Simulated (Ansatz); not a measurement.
Steps of a relaxation of `[NH2][Cd][O][SiH3]` with RKS PBE0-D4/def2-TZVP.

```sh
$ ansatz run in.yaml --threads 4 --pin off --events-out ev --progress --plain --max-ram 10444MiB
```

```yaml
crystal:
  periodic: [false, false, false]
  atoms:
    - {symbol: N, position_ang: [-0.657980, 2.137400, -0.947840]}
    - {symbol: Cd, position_ang: [0.684930, 1.425440, 0.386100]}
    - {symbol: O, position_ang: [1.217780, -0.477980, 0.340790]}
    - {symbol: Si, position_ang: [0.169080, -1.620330, 0.730080]}
    - {symbol: H, position_ang: [-0.365630, 3.014550, -1.375180]}
    - {symbol: H, position_ang: [-0.611700, 1.429620, -1.686200]}
    - {symbol: H, position_ang: [-0.935610, -1.691200, -0.258250]}
    - {symbol: H, position_ang: [0.929190, -2.871720, 0.743230]}
    - {symbol: H, position_ang: [-0.430060, -1.345770, 2.067260]}
basis:
  gaussian: {orbitals: def2-TZVP}
hamiltonian: {xc: pbe0, dispersion: d4}
relax: {f_tol: 0.005, max_steps: 150}
```

Positions (Å) and forces (eV/Å) along the path, 15 of 32 steps:

```xyz
9
step=1 energy=-16055.6450 eV
N    -0.658    2.137   -0.948   -0.182    0.807   -0.281
Cd    0.685    1.425    0.386   -0.168    0.074   -0.502
O     1.218   -0.478    0.341    1.000    0.154    0.325
Si    0.169   -1.620    0.730   -0.073   -0.258    0.149
H    -0.366    3.015   -1.375   -0.217   -0.123    0.015
H    -0.612    1.430   -1.686    0.069    0.230    0.134
H    -0.936   -1.691   -0.258   -0.227   -0.123   -0.061
H     0.929   -2.872    0.743   -0.046   -0.606    0.102
H    -0.430   -1.346    2.067   -0.157   -0.154    0.118
9
step=6 energy=-16056.6165 eV
N    -0.650    2.543   -1.172    0.036   -0.127   -0.122
Cd    0.347    1.063   -0.253   -0.025    0.037   -0.036
O     1.129   -0.494    0.682   -0.102    0.080   -0.047
Si    0.268   -1.843    0.973    0.017   -0.031    0.049
H    -0.107    3.389   -1.310    0.035   -0.091    0.052
H    -0.900    2.213   -2.103   -0.002    0.148    0.099
H    -0.836   -2.004   -0.032    0.019   -0.029    0.027
H     1.133   -3.055    0.897   -0.006    0.034    0.008
H    -0.384   -1.812    2.317    0.028   -0.021   -0.031
9
step=9 energy=-16056.6617 eV
N    -0.615    2.684   -1.242    0.014    0.014    0.003
Cd    0.162    1.055   -0.383   -0.022    0.037   -0.024
O     0.864   -0.503    0.573    0.015   -0.009    0.002
Si    0.252   -1.935    1.019   -0.004   -0.052    0.022
H     0.054    3.447   -1.259   -0.002    0.003    0.009
H    -0.866    2.510   -2.209   -0.002   -0.015   -0.004
H    -0.866   -2.371    0.124    0.003   -0.001    0.008
H     1.308   -2.986    0.967   -0.007    0.016    0.002
H    -0.293   -1.901    2.409    0.005    0.006   -0.018
9
step=12 energy=-16056.6637 eV
N    -0.622    2.703   -1.235    0.010   -0.010   -0.010
Cd    0.147    1.043   -0.427    0.013   -0.022    0.019
O     0.857   -0.553    0.466   -0.037   -0.024   -0.009
Si    0.252   -1.954    1.015    0.010    0.054   -0.003
H     0.039    3.472   -1.196   -0.012   -0.012   -0.002
H    -0.837    2.564   -2.217    0.005    0.013    0.016
H    -0.864   -2.463    0.156    0.018    0.000    0.010
H     1.322   -2.991    1.039   -0.012    0.006   -0.002
H    -0.295   -1.821    2.399    0.005   -0.004   -0.018
9
step=15 energy=-16056.6649 eV
N    -0.630    2.700   -1.228    0.026    0.018   -0.030
Cd    0.149    1.026   -0.462    0.009   -0.013    0.014
O     0.865   -0.595    0.379   -0.049   -0.050    0.013
Si    0.252   -1.958    1.009    0.044    0.051   -0.013
H     0.009    3.483   -1.131   -0.032   -0.040   -0.005
H    -0.807    2.601   -2.223    0.009    0.011    0.039
H    -0.861   -2.515    0.177    0.006    0.011    0.018
H     1.318   -2.995    1.095   -0.008    0.010   -0.003
H    -0.294   -1.747    2.385   -0.005    0.002   -0.032
9
step=18 energy=-16056.6666 eV
N    -0.641    2.689   -1.228    0.001    0.004   -0.001
Cd    0.148    1.004   -0.499    0.001   -0.005   -0.001
O     0.865   -0.644    0.283    0.001    0.004   -0.005
Si    0.254   -1.961    1.001   -0.002   -0.006    0.005
H    -0.044    3.488   -1.043   -0.004   -0.001    0.001
H    -0.746    2.642   -2.236    0.002    0.001    0.003
H    -0.869   -2.562    0.216    0.001   -0.001    0.001
H     1.318   -2.993    1.144   -0.002    0.002    0.001
H    -0.286   -1.663    2.362    0.001    0.002   -0.003
9
step=19 energy=-16056.6670 eV
N    -0.642    2.687   -1.228    0.003    0.015   -0.006
Cd    0.146    0.995   -0.518    0.003   -0.003    0.003
O     0.860   -0.666    0.240    0.004    0.011   -0.008
Si    0.254   -1.963    0.998   -0.012   -0.021    0.007
H    -0.062    3.490   -1.007   -0.010   -0.019   -0.006
H    -0.723    2.663   -2.239    0.005    0.005    0.012
H    -0.869   -2.590    0.234    0.004    0.004    0.004
H     1.321   -2.988    1.167    0.000    0.006    0.001
H    -0.283   -1.628    2.352    0.003    0.002   -0.007
9
step=21 energy=-16056.6670 eV
N    -0.643    2.687   -1.228    0.008   -0.001    0.005
Cd    0.147    0.994   -0.518   -0.007    0.014   -0.006
O     0.860   -0.666    0.240    0.004    0.002   -0.003
Si    0.254   -1.963    0.998   -0.004   -0.014    0.004
H    -0.063    3.489   -1.007   -0.008   -0.014   -0.005
H    -0.722    2.663   -2.239    0.004    0.004    0.006
H    -0.869   -2.589    0.234    0.000    0.002    0.001
H     1.320   -2.988    1.167    0.001    0.004    0.001
H    -0.283   -1.627    2.352    0.001    0.004   -0.003
9
step=22 energy=-16056.6671 eV
N    -0.645    2.686   -1.228    0.000    0.001   -0.001
Cd    0.145    0.991   -0.525   -0.001   -0.001   -0.001
O     0.858   -0.675    0.224    0.000   -0.001   -0.002
Si    0.253   -1.964    0.997    0.000   -0.001    0.001
H    -0.070    3.488   -0.993    0.000    0.000    0.002
H    -0.712    2.671   -2.239    0.001    0.000    0.000
H    -0.870   -2.599    0.242    0.000   -0.001    0.001
H     1.322   -2.985    1.175    0.000    0.001    0.001
H    -0.282   -1.613    2.347    0.000    0.001   -0.001
9
step=23 energy=-16056.6671 eV rejected
N    -0.649    2.682   -1.225    0.041    0.092   -0.075
Cd    0.138    0.971   -0.560    0.014   -0.022    0.007
O     0.845   -0.721    0.136   -0.040   -0.053    0.042
Si    0.252   -1.967    0.990    0.018    0.044   -0.027
H    -0.103    3.485   -0.924   -0.051   -0.081   -0.028
H    -0.664    2.714   -2.240    0.004   -0.004    0.101
H    -0.871   -2.655    0.279    0.014    0.019    0.018
H     1.329   -2.970    1.222   -0.008    0.016   -0.002
H    -0.277   -1.538    2.323    0.008   -0.011   -0.036
9
step=25 energy=-16056.6673 eV rejected
N    -0.651    2.680   -1.226    0.032    0.058   -0.051
Cd    0.139    0.968   -0.564    0.008   -0.014    0.010
O     0.846   -0.723    0.132   -0.029   -0.027    0.024
Si    0.252   -1.965    0.989    0.024    0.015   -0.020
H    -0.110    3.481   -0.916   -0.036   -0.054   -0.023
H    -0.657    2.716   -2.241    0.002    0.001    0.070
H    -0.871   -2.654    0.280    0.003    0.018    0.017
H     1.326   -2.970    1.223   -0.001    0.009    0.001
H    -0.273   -1.533    2.322   -0.002   -0.006   -0.027
9
step=27 energy=-16056.6675 eV
N    -0.650    2.679   -1.228    0.012    0.026   -0.016
Cd    0.138    0.968   -0.563    0.004   -0.002    0.002
O     0.844   -0.722    0.134   -0.013   -0.014    0.009
Si    0.252   -1.966    0.989    0.008    0.015   -0.006
H    -0.112    3.481   -0.916   -0.015   -0.024   -0.009
H    -0.654    2.717   -2.242    0.001   -0.001    0.024
H    -0.874   -2.651    0.283    0.003    0.002    0.003
H     1.328   -2.969    1.221   -0.001    0.000   -0.002
H    -0.273   -1.537    2.321   -0.001   -0.001   -0.005
9
step=28 energy=-16056.6676 eV
N    -0.651    2.679   -1.229    0.008    0.015   -0.011
Cd    0.138    0.968   -0.563    0.002   -0.002    0.001
O     0.844   -0.723    0.134   -0.009   -0.010    0.010
Si    0.253   -1.966    0.990    0.004    0.007   -0.013
H    -0.115    3.481   -0.914   -0.009   -0.013   -0.005
H    -0.650    2.718   -2.243    0.000   -0.001    0.015
H    -0.874   -2.651    0.285    0.000    0.003    0.002
H     1.328   -2.970    1.219    0.001    0.003    0.003
H    -0.272   -1.536    2.322    0.003   -0.001   -0.003
9
step=29 energy=-16056.6676 eV
N    -0.650    2.680   -1.231   -0.001   -0.002    0.002
Cd    0.137    0.969   -0.564   -0.002   -0.002    0.001
O     0.839   -0.723    0.133    0.000    0.001   -0.001
Si    0.252   -1.967    0.990   -0.001    0.000    0.001
H    -0.118    3.482   -0.912    0.000    0.001   -0.001
H    -0.645    2.720   -2.244    0.002    0.001   -0.001
H    -0.875   -2.653    0.288    0.001    0.000    0.000
H     1.330   -2.968    1.218    0.000    0.000    0.000
H    -0.270   -1.538    2.323    0.000    0.000    0.000
9
step=32 energy=-16056.6676 eV
N    -0.652    2.678   -1.236    0.000    0.001   -0.001
Cd    0.132    0.966   -0.570    0.000    0.000    0.000
O     0.833   -0.729    0.121    0.000    0.000    0.001
Si    0.252   -1.968    0.990    0.000    0.000   -0.001
H    -0.132    3.480   -0.897   -0.001   -0.001   -0.001
H    -0.624    2.729   -2.249    0.000    0.001    0.002
H    -0.878   -2.661    0.299    0.000    0.000    0.000
H     1.333   -2.966    1.219    0.000    0.000    0.000
H    -0.264   -1.531    2.323    0.000    0.000    0.000
```

Hardware: 4 threads of an Intel Xeon Platinum 8259CL on a shared host. Wall time 79 s, peak host memory 0.42 GiB.
